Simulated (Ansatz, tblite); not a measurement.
Removing an electron: (MgSe)5 ring (Mg5Se5). Charge 0, multiplicity 1. Geometry: PBE-D4/def2-SVP. Ansatz, gas phase; energy differences of separate SCF runs; the oxidised species was run as a doublet alone.

```xyz
10

Mg    1.0163    2.2957    1.9567
Se   -1.0723    2.3715    3.1785
Mg   -2.4026    0.7701    1.9430
Se   -3.9420   -0.7684    0.8831
Mg   -2.5162   -1.7858   -0.7878
Se   -1.3157   -2.9534   -2.5360
Mg    0.8702   -1.9242   -2.3823
Se    3.1359   -1.0727   -2.4321
Mg    3.0326    0.6447   -0.7292
Se    3.1937    2.4224    0.9061
```

The xTB rows come from tblite.

```tsv
level	−HOMO (eV)	vertical IE (eV)	−LUMO (eV)	HOMO–LUMO gap (eV)
GFN1-xTB	9.62	11.58	7.13	2.49
PBE0-D4/def2-SVP	6.79	8.05	2.82	3.97
```

Problem. Estimate the rows for GFN2-xTB, HF/def2-SVP.

Solution. 
```
      level  −HOMO (eV)  vertical IE (eV)  −LUMO (eV)  HOMO–LUMO gap (eV)
   GFN2-xTB       10.64             12.03        8.96                1.68
HF/def2-SVP           –              7.80           –                   –
```

Run but left out: PBE-D4/def2-SVP (charge +1 doublet: an occupied level 0.11 eV above an empty one).  Raw xTB energy differences between charge states are shifted by several eV; the methods need an empirical correction for them.
